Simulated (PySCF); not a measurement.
Ga2(mu-F)2(F)4, F6Ga2, singlet, CAM-B3LYP/def2-SVP optimised geometry. Atoms within 1.6 Å of the plane z = 0.0 Å (x, y, z in Å): Ga1 (-0.35, -0.38, 0.00), F4 (-1.37, -1.40, -0.94), F5 (1.37, -0.38, 0.00), F6 (-1.01, 1.40, 0.00).

Level of theory: CAM-B3LYP/def2-TZVP (PySCF). Cells within 0.4 Å of a nucleus heavier than hydrogen are left out (blank, or x).

Map of the log10 of the electron density (e/bohr³), floored at −4 on the plane z = 0.0 Å:

```
|000000000000000000000000000|
|000000011111100000000000000|
|000001122222210000000000000|
|000112333443321000000000000|
|111123445555432100000000000|
|112233456766543210000000000|
|222234568887653210000000000|
|22223567xxx8654321110000000|
|22233567xxx8754322221100000|
|122234678xx8654333333210000|
|112234567877654444444321000|
|111223456666655556665432100|
|001123455667776667776543100|
|000123445689x97678x87643200|
|00012344579xxx878xxx8653210|
|00123345579xxx878xxx8653210|
|001234556689987678887643200|
|001234556667776667776543100|
|001234566666555555655432100|
|001234556655544444444321000|
|001234455554433333332210000|
|000123444443322222221100000|
|000122333333221111100000000|
|000011222222110000000000000|
|000000111111000000000000000|
|000000000000000000000000000|
|000000000000000000000000000|
```
Scale: ten equal steps from -4.00 (start of '0') to 0.345 (end of '9'), in the order '0123456789'; x runs from -3.50 to 3.50, y from -3.50 (bottom) to 3.50 (top).
